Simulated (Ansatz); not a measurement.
System (SMILES): [GeH2] (GeH2) (closed-shell singlet).
Atoms: Ge1, H2, H3. Bonds: Ge1-H2, Ge1-H3.

Basis-set convergence of the optimised Ge1-H2 bond length at B3LYP with Ansatz (an electronic-structure program). Cartesian d functions, on some or all atoms, in 6-31G**; all else is spherical. The program fits the integrals of some runs and decomposes those of others, by size. No added dispersion term, no relativity. Reference: the value in aug-pcseg-3, 1.5962 Å, itself unsure by roughly 0.0008 Å (its mean distance from aug-cc-pVQZ, cc-pV5Z, def2-QZVPPD). Deviations are taken from unrounded values. Cost is core time over that of 6-31G**, rough, on shared machines of one kind. It counts the whole optimisation.

| basis | functions | optimised Ge1-H2 bond length (Å) | minus reference (Å) | cost |
|---|---|---|---|---|
| pcseg-0 | 26 | 1.6087 | 0.0125 | 0.6× |
| def2-SVP | 42 | 1.6038 | 0.0076 | 0.8× |
| 6-31G** | 45 | 1.6020 | 0.0058 | 1× |
| 6-311G** | 56 | 1.5984 | 0.0022 | 1× |
| def2-TZVP | 60 | 1.5992 | 0.0030 | 0.7× |
| def2-QZVP | 135 | 1.5959 | -0.0003 | 3× |
| def2-QZVPP | 149 | 1.5957 | -0.0005 | 3× |
| def2-QZVPPD | 161 | 1.5956 | -0.0006 | 5× |
| aug-cc-pVQZ | 185 | 1.5952 | -0.0010 | 6× |
